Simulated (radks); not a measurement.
Coulomb parameter of the 4d shell of neutral technetium in the model configuration [Kr] 4d5.5 5s1.5, as a second difference U = [E(n + 0.25) + E(n - 0.25) - 2 E(n)] / (0.25)^2 with all orbitals relaxed. "Bare": the charge of the atom changes with n. "Screened": the 5s shell takes up the change at fixed total charge, which measures U(4d,4d) + U(5s,5s) - 2 U(4d,5s). All-electron calculation, scalar-relativistic Kohn-Sham, r2SCAN, spin-unpolarised, spherical densities, finite nucleus; meta-GGA in the generalised Kohn-Sham scheme; Fermi nuclear charge, rms radius 4.4112 fm. Program: a radial shooting solver on a logarithmic mesh with Libxc functionals.

case,configuration,E - E(n) (eV)
start,[Kr] 4d5.5 5s1.5,0.000
bare +0.25,[Kr] 4d5.75 5s1.5,-1.124
bare -0.25,[Kr] 4d5.25 5s1.5,1.679
screened +0.25,[Kr] 4d5.75 5s1.25,-0.192
screened -0.25,[Kr] 4d5.25 5s1.75,0.262

U(bare) = 8.870 eV, U(screened by 5s) = 1.123 eV, against the Slater integral F0(4d,4d) = 14.131 eV with frozen orbitals. The step up makes a negative ion, whose loosely bound charge lowers the bare value.
